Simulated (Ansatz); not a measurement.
The same path of Cl3FH2HfO (8 atoms, charge 0, multiplicity 1) was run 3 times with different band settings. Lost on the way: Hf1–Cl2, O6–H8. Made: Cl2–H8.

Theory: RKS B3LYP/def2-SVP in Ansatz.

Relaxed end points:

```xyz
8
Properties=species:S:1:pos:R:3
Hf 0.085 -0.047 0.098
Cl -0.057 0.472 2.431
Cl 2.164 0.416 -0.923
F -0.939 1.430 -0.525
Cl -1.209 -1.762 -0.955
O 1.037 -1.977 1.057
H 0.776 -2.857 0.744
H 1.172 -2.017 2.017
```

```xyz
8
Properties=species:S:1:pos:R:3
Hf 0.120 -0.509 -0.263
Cl 1.067 0.390 2.652
Cl 2.100 0.569 -0.993
F -1.294 0.657 0.280
Cl -0.749 -1.541 -2.194
O 0.424 -2.022 0.940
H 0.377 -2.982 0.994
H 0.984 -0.905 2.529
```

Common settings: movable images 7; climbing image yes; optimiser quadratic models (default); start path through a guess of the saddle point; force threshold 0.03 eV/Å; iteration limit 60; end points relaxed.

| run | spring |
| --- | --- |
| 1 | 5.0 eV/Å² |
| 2 | 20.0 eV/Å² |
| 3 | 2.0 to 10.0 eV/Å², energy-weighted |

What does each run give, and how far can it be trusted?

Run 1: converged after 16 iterations, highest image 0.958 eV above the first end. A vibrational analysis at the climbing image gives one clearly imaginary mode, 396i cm⁻¹: a first-order saddle point.
Run 2: converged after 22 iterations, highest image 0.958 eV above the first end. Another band between the same ends (7 images) ends at a top of the same energy, where a vibrational analysis finds 1 clearly imaginary mode.
Run 3: converged after 22 iterations, highest image 0.958 eV above the first end. Another band between the same ends (7 images) ends at a top of the same energy, where a vibrational analysis finds 1 clearly imaginary mode.
The orbitals stay closed-shell, which can raise the energy where a bond breaks towards radicals; this wasn't checked here.
